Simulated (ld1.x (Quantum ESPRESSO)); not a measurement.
An all-electron radial function and its pseudo partner (Ni (Z = 28))

Columns: radius, all-electron u(r) and pseudo u(r) of the 4s shell (level -7.42 eV) of nickel in the configuration [Ar] 3d8 4s1.75 4p0; PBE, scalar-relativistic, PAW scheme, ld1.x (Quantum ESPRESSO) 7.5.

| r (bohr) | all-electron | pseudo |
| --- | --- | --- |
| 0.178 | -0.1689 | -0.0292 |
| 0.355 | 0.1171 | -0.0639 |
| 0.533 | 0.2822 | -0.1091 |
| 0.710 | 0.2098 | -0.1665 |
| 0.888 | 0.0321 | -0.2366 |
| 1.065 | -0.1579 | -0.3157 |
| 1.243 | -0.3236 | -0.3994 |
| 1.420 | -0.4518 | -0.4799 |
| 1.598 | -0.5447 | -0.5512 |
| 1.775 | -0.6058 | -0.6062 |
| 1.953 | -0.6414 | -0.6414 |
| 2.130 | -0.6564 | -0.6564 |
| 2.308 | -0.6555 | -0.6555 |
| 2.485 | -0.6427 | -0.6427 |
| 2.662 | -0.6211 | -0.6211 |
| 2.840 | -0.5930 | -0.5930 |
| 3.018 | -0.5607 | -0.5607 |
| 3.195 | -0.5262 | -0.5262 |
| 3.373 | -0.4904 | -0.4904 |
| 3.550 | -0.4546 | -0.4546 |
| 3.728 | -0.4193 | -0.4193 |
| 3.905 | -0.3853 | -0.3853 |
| 4.083 | -0.3528 | -0.3528 |
| 4.260 | -0.3222 | -0.3222 |
| 4.438 | -0.2933 | -0.2933 |
| 4.615 | -0.2665 | -0.2665 |

(1) How many radial nodes do the two functions have?

(2) At about which radius was the pseudo-wave matched?

(3) Where does each function peak?

(4) Is the pseudo-wave norm-conserving?

Answers

(1) The all-electron 4s function has n − l − 1 = 3 (the table is too coarse to show those close to the nucleus); the pseudo-wave has 0, since the states of the same l below it are removed with the core.

(2) 1.90 bohr, where the columns begin to agree (steps of 0.18 bohr).

(3) Outermost all-electron maximum near 2.13 bohr, pseudo maximum near 2.13 bohr (to the table’s step).

(4) No, it belongs to a PAW set: the norm inside the radius is not constrained, and the difference is carried by the augmentation charge.
